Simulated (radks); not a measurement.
The numbers below are computed, except where a source is named.
Orbital eigenvalues (eV) of the tantalum ion Ta+, [Xe] 4f14 5d3 6s1, of relativity; Dirac values are averaged over j with weights 2j + 1. Spin-unpolarised spherical Kohn-Sham, LDA (Slater exchange, Perdew-Wang correlation), point nucleus unless stated (finite: rms radius 5.3507 fm), a radial shooting solver on a logarithmic mesh with Libxc functionals. A level marked "c x" has the speed of light scaled by that factor and shares open shells by 2j + 1; other Dirac levels either fill j = l - 1/2 first or share by 2j + 1.

shell  non-rel.
2p      -9728.2
3s      -2310.6
3p      -2114.2
3d      -1746.9
4s      -461.73
4p      -380.27
4d      -231.86
5s      -67.443
5p      -44.387
4f      -39.568
5d      -11.665
6s      -10.572

Give the values at the level "Dirac, low j first".

Answer. 
shell  Dirac, low j first  change of magnitude (%)
2p                 -10195                    +4.80
3s                -2650.5                   +14.71
3p                -2242.1                    +6.05
3d                -1732.1                    -0.85
4s                -545.17                   +18.07
4p                -409.83                    +7.77
4d                -228.37                    -1.51
5s                -79.929                   +18.51
5p                -46.975                    +5.83
4f                -31.705                   -19.87
5d                -10.552                    -9.54
6s                -11.799                   +11.61
